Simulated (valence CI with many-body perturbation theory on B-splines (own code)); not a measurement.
# Mg4+: electric-dipole lines

Level of theory: valence CI with perturbative core correlation (CI+MBPT): six valence electrons over a frozen Dirac-Fock core [He], a basis of 9 s, 9 p, 8 d, 6 f, 3 g, 1 h functions for each j, with the one-electron correlation potential Σ1 (screened to all orders), the two-electron term Σ2, the three-electron term Σ3, Breit, model QED; selected single and double excitations, second order for the rest, scaled by the run's own slope (own B-spline code, finite nucleus).

Against 18 measured levels this calculation errs by 220 cm⁻¹ on average and by 554 at most. These come from a selection out of NIST levels in Kelleher and Podobedova, J. Phys. Chem. Ref. Data 37, 267 (2008). Levels without a partner in it may be off by more. Among the levels kept, up to 1400 cm⁻¹ of a level comes from second order outside the variational space, and about a tenth of that is noise between levels of different J, which matters for small intervals.

Lines 101 to 150 of 161 in falling wavelength, among levels below 815670 cm⁻¹, chosen from the strongest by gf and those to the six lowest levels. Wavelengths and rates use the calculated energies, so an error of 200 cm⁻¹ moves a line at 164.9 Å by 0.033 % and its rate by three times that or more. Electric multipoles are in the length gauge, E1 and E2 with the static RPA response of the core. Weak lines are less certain than strong ones. Lines between different terms over intervals too small for the method are left out, as are lines whose strength nearly cancels. The highest levels of a list are the least certain.

Letters in brackets count levels of one name in rising energy.

```
λ vac (Å)  λ from measured levels                Upper         Lower   A (s⁻¹)  S (a.u.) with core polarisation  S without
    198.9                              2s2 2p3 3p 3D_2  2s 2p5 3P°_2  1.51e+07                         2.93e-04   2.92e-04
    198.9                              2s2 2p3 3p 3D_1  2s 2p5 3P°_2  1.95e+06                         2.27e-05   2.26e-05
    198.8                              2s2 2p3 3p 3D_3  2s 2p5 3P°_2  7.67e+07                         2.08e-03   2.07e-03
    197.2                              2s2 2p3 3p 3F_2  2s 2p5 3P°_2  5.43e+05                         1.03e-05   1.03e-05
    197.1                              2s2 2p3 3p 3F_3  2s 2p5 3P°_2  2.82e+06                         7.47e-05   7.45e-05
    196.1                              2s2 2p3 3p 1F_3  2s 2p5 3P°_2  1.43e+06                         3.73e-05   3.73e-05
    191.9                          2s2 2p3 3p 3P_1 [b]  2s 2p5 3P°_0  2.34e+08                         2.44e-03   2.44e-03
    191.6                          2s2 2p3 3p 3P_2 [b]  2s 2p5 3P°_1  2.24e+08                         3.88e-03   3.87e-03
    191.6                          2s2 2p3 3p 3P_1 [b]  2s 2p5 3P°_1  1.38e+08                         1.44e-03   1.44e-03
    191.6                          2s2 2p3 3p 3P_0 [b]  2s 2p5 3P°_1  9.35e+08                         3.24e-03   3.23e-03
    191.0                          2s2 2p3 3p 3P_2 [b]  2s 2p5 3P°_2  6.90e+08                         1.19e-02   1.18e-02
    191.0                          2s2 2p3 3p 3P_1 [b]  2s 2p5 3P°_2  5.68e+08                         5.86e-03   5.84e-03
    189.1                              2s2 2p3 3p 3S_1  2s 2p5 3P°_0  2.42e+08                         2.42e-03   2.42e-03
    188.8                              2s2 2p3 3p 3S_1  2s 2p5 3P°_1  6.08e+08                         6.06e-03   6.05e-03
    188.3                              2s2 2p3 3p 3S_1  2s 2p5 3P°_2  6.63e+08                         6.55e-03   6.54e-03
    164.9                   164.7     2s2 2p3 3s 3S°_1  2s2 2p4 1S_0  5.40e+04                         3.58e-07   3.59e-07
    158.2                             2s2 2p3 3s 5S°_2  2s2 2p4 1D_2  1.40e+03                         1.37e-08   1.37e-08
    154.3                   154.2     2s2 2p3 3s 3S°_1  2s2 2p4 1D_2  8.06e+06                         4.39e-05   4.38e-05
    153.9                   153.7     2s2 2p3 3s 3D°_1  2s2 2p4 1S_0  1.04e+07                         5.61e-05   5.60e-05
    150.0                             2s2 2p3 3s 5S°_2  2s2 2p4 3P_1  1.33e+06                         1.11e-05   1.10e-05
    149.6                             2s2 2p3 3s 5S°_2  2s2 2p4 3P_2  4.76e+06                         3.94e-05   3.93e-05
    147.3                   147.2     2s2 2p3 3s 3P°_1  2s2 2p4 1S_0  1.66e+06                         7.88e-06   7.85e-06
    146.7                   146.6     2s2 2p3 3s 3S°_1  2s2 2p4 3P_0  5.23e+09                         2.44e-02   2.44e-02
    146.6                   146.5     2s2 2p3 3s 3S°_1  2s2 2p4 3P_1  1.58e+10                         7.36e-02   7.33e-02
    146.2                   146.1     2s2 2p3 3s 3S°_1  2s2 2p4 3P_2  2.71e+10                         1.25e-01   1.25e-01
    145.6                   145.5     2s2 2p3 3s 1P°_1  2s2 2p4 1S_0  1.81e+10                         8.29e-02   8.26e-02
    144.7                   144.5     2s2 2p3 3s 3D°_3  2s2 2p4 1D_2  1.48e+07                         1.55e-04   1.55e-04
    144.7                   144.5     2s2 2p3 3s 3D°_2  2s2 2p4 1D_2  5.23e+06                         3.90e-05   3.89e-05
    144.6                   144.5     2s2 2p3 3s 3D°_1  2s2 2p4 1D_2  2.82e+07                         1.26e-04   1.26e-04
    143.0                   142.9     2s2 2p3 3s 1D°_2  2s2 2p4 1D_2  3.91e+10                         2.82e-01   2.81e-01
    138.8                   138.8     2s2 2p3 3s 3P°_1  2s2 2p4 1D_2  1.22e+07                         4.82e-05   4.80e-05
    138.8                   138.8     2s2 2p3 3s 3P°_2  2s2 2p4 1D_2  2.31e+08                         1.53e-03   1.52e-03
    137.9                   137.9     2s2 2p3 3s 3D°_1  2s2 2p4 3P_0  7.97e+09                         3.10e-02   3.09e-02
    137.8                   137.7     2s2 2p3 3s 3D°_2  2s2 2p4 3P_1  1.08e+10                         6.97e-02   6.95e-02
    137.8                   137.7     2s2 2p3 3s 3D°_1  2s2 2p4 3P_1  6.83e+09                         2.65e-02   2.64e-02
    137.5                   137.4     2s2 2p3 3s 3D°_3  2s2 2p4 3P_2  1.54e+10                         1.38e-01   1.37e-01
    137.5                   137.4     2s2 2p3 3s 3D°_2  2s2 2p4 3P_2  4.56e+09                         2.92e-02   2.91e-02
    137.5                   137.4     2s2 2p3 3s 3D°_1  2s2 2p4 3P_2  5.51e+08                         2.12e-03   2.11e-03
    137.3                   137.2     2s2 2p3 3s 1P°_1  2s2 2p4 1D_2  1.89e+10                         7.23e-02   7.19e-02
    136.4                             2s2 2p3 3d 5D°_1  2s2 2p4 1S_0  9.83e+02                         3.69e-09   3.70e-09
    136.3                   136.3     2s2 2p3 3s 1D°_2  2s2 2p4 3P_1  1.44e+07                         9.02e-05   8.98e-05
    136.0                   136.0     2s2 2p3 3s 1D°_2  2s2 2p4 3P_2  1.57e+08                         9.72e-04   9.68e-04
    132.7                   132.6     2s2 2p3 3s 3P°_1  2s2 2p4 3P_0  5.93e+09                         2.05e-02   2.04e-02
    132.5                   132.5     2s2 2p3 3s 3P°_0  2s2 2p4 3P_1  1.58e+10                         1.81e-02   1.80e-02
    132.5                   132.5     2s2 2p3 3s 3P°_1  2s2 2p4 3P_1  3.74e+09                         1.29e-02   1.28e-02
    132.5                   132.5     2s2 2p3 3s 3P°_2  2s2 2p4 3P_1  4.66e+09                         2.67e-02   2.66e-02
    132.2                   132.2     2s2 2p3 3s 3P°_1  2s2 2p4 3P_2  6.03e+09                         2.06e-02   2.06e-02
    132.2                   132.2     2s2 2p3 3s 3P°_2  2s2 2p4 3P_2  1.09e+10                         6.21e-02   6.19e-02
    131.2                   131.2     2s2 2p3 3s 1P°_1  2s2 2p4 3P_0  3.25e+06                         1.09e-05   1.08e-05
    131.1                   131.1     2s2 2p3 3s 1P°_1  2s2 2p4 3P_1  7.93e+05                         2.65e-06   2.64e-06
```
